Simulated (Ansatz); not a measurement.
`[GeH3][CH]1N[SiH2]1` → `[SiH3]/N=[CH]\[GeH3]`  (isomerisation)

Program: Ansatz. Geometries: PBE0-D4/def2-TZVP. ΔE: electronic, gas phase. CCSD(T)/CBS adds triple-zeta CCSD(T) − MP2 to the extrapolated MP2 energy (def2 sets, frozen cores). DFT in def2-TZVPP. B3LYP here is the variant with VWN-RPA as its local correlation; programs differ in this. For Ge outer-core shells are correlated without core-valence functions, which leaves a few kJ/mol of doubt a bond. Scalar relativity is left out up to krypton.

`[GeH3][CH]1N[SiH2]1`:

```xyz
11

Ge   -1.478    0.195   -0.904
C     0.393   -0.018   -0.414
N     0.666   -1.156    0.534
Si    1.102    0.362    1.230
H    -1.669    1.514   -1.678
H    -1.950   -0.976   -1.788
H    -2.328    0.229    0.376
H     1.095    0.095   -1.243
H     1.343   -1.832    0.210
H     2.524    0.767    1.293
H     0.303    0.820    2.385
```

`[SiH3]/N=[CH]\[GeH3]`:

Z-matrix (Å, degrees):
```
Si
N 1 1.738
H 1 1.483 2 107.3
H 1 1.483 2 107.3 3 118.2
H 1 1.494 2 113.9 3 -120.9
C 2 1.259 1 129.6 3 121.1
Ge 6 1.997 2 128.4 1 0.0
H 6 1.102 2 117.4 1 180.0
H 7 1.536 6 110.4 2 -60.8
H 7 1.536 6 110.4 2 60.2
H 7 1.538 6 107.6 2 179.7
```

```json
{"level": "LDA (SPW92)", "ΔE (kJ/mol)": "-7.4", "difference from CCSD(T)/CBS": "24.9"}
{"level": "revPBE-D4", "ΔE (kJ/mol)": "-33.4", "difference from CCSD(T)/CBS": "-1.1"}
{"level": "B3LYP-D4", "ΔE (kJ/mol)": "-49.0", "difference from CCSD(T)/CBS": "-16.7"}
{"level": "BHLYP-D4", "ΔE (kJ/mol)": "-47.2", "difference from CCSD(T)/CBS": "-14.9"}
{"level": "B3LYP", "ΔE (kJ/mol)": "-49.1", "difference from CCSD(T)/CBS": "-16.8"}
{"level": "r2SCANh", "ΔE (kJ/mol)": "-27.4", "difference from CCSD(T)/CBS": "4.9"}
{"level": "RPA@PBE/def2-TZVPP", "ΔE (kJ/mol)": "-42.2", "difference from CCSD(T)/CBS": "-9.9"}
{"level": "CCSD(T)/def2-SVP", "ΔE (kJ/mol)": "-51.3", "difference from CCSD(T)/CBS": "-19.0"}
{"level": "MP2/def2-TZVPP", "ΔE (kJ/mol)": "-24.8", "difference from CCSD(T)/CBS": "7.5"}
{"level": "CCSD/def2-TZVPP", "ΔE (kJ/mol)": "-38.8", "difference from CCSD(T)/CBS": "-6.5"}
{"level": "CCSD(T)/CBS", "ΔE (kJ/mol)": "-32.3", "difference from CCSD(T)/CBS": "0"}
```

What do rigid-rotor, harmonic-oscillator terms from PBE0-D4/def2-TZVP frequencies (298.15 K, 1 bar) make of the CCSD(T)/CBS value? (Best estimate.)

The calculation gave: ΔZPE = -8.9 kJ/mol, ΔH = -39.4 kJ/mol, ΔS = 18 J/(mol·K), ΔG = -44.8 kJ/mol.

Largest T1 diagnostic among the species: 0.013.

At CCSD(T), def2-SVP lies −19.0 kJ/mol from the extrapolated value and def2-TZVPP −5.2 kJ/mol. Leaving LDA and LC-ωPBE aside and taking each functional with its dispersion term where it has one, the values, not all of them listed here, spread over 35.9 kJ/mol, from BLYP-D4 to PBE-QIDH. LDA lies +20.6 kJ/mol from PBE without D4.

CCSD(T)/CBS has its own doubt, a few kJ/mol and more with outer-core shells, so smaller differences from it don't rank the levels.
